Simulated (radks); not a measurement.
Task: All-electron atom: W in [Xe] 4f14 5d4 6s2 (the NIST ground configuration). Method: Dirac Kohn-Sham, PBE, spin-unpolarised, spherical densities, finite nucleus; open shells fill j = l - 1/2 first; Fermi nuclear charge, rms radius 5.3658 fm; computed with a radial shooting solver on a logarithmic mesh with Libxc functionals. Some entries of the table are withheld. Estimate them.

orbital,occ.,eigenvalue (hartree),<1/r> (bohr^-1)
1s1/2,2,-2549.344,87.04
2s1/2,2,-439.7140,21.18
2p1/2,2,-420.5752,(1)
2p3/2,4,-370.8655,(2)
3s1/2,2,(3),7.776
3p1/2,2,(4),7.692
3p3/2,4,(5),6.817
3d3/2,4,-67.53370,6.711
3d5/2,6,-65.19605,6.504
4s1/2,2,-20.86801,3.267
4p1/2,2,-17.32048,3.157
4p3/2,4,-14.82962,2.853
4d3/2,4,-8.99605,2.638
4d5/2,6,-8.53707,2.565
5s1/2,2,-2.87875,1.263
5p1/2,2,-1.82983,(6)
5p3/2,4,-1.47024,(7)
4f5/2,6,-1.24181,2.100
4f7/2,8,-1.15961,2.069
6s1/2,2,-0.20585,(8)
5d3/2,4,(9),0.6542
5d5/2,0,(10),0.6239
6p1/2,0,-0.06123,0.2824
6p3/2,0,-0.04418,0.2500

Result: 
(1) 2p1/2 <1/r> (bohr^-1): 21.15
(2) 2p3/2 <1/r> (bohr^-1): 17.77
(3) 3s1/2 eigenvalue (hartree): -101.2465
(4) 3p1/2 eigenvalue (hartree): -92.70190
(5) 3p3/2 eigenvalue (hartree): -81.95297
(6) 5p1/2 <1/r> (bohr^-1): 1.131
(7) 5p3/2 <1/r> (bohr^-1): 1.023
(8) 6s1/2 <1/r> (bohr^-1): 0.3968
(9) 5d3/2 eigenvalue (hartree): -0.17082
(10) 5d5/2 eigenvalue (hartree): -0.14468
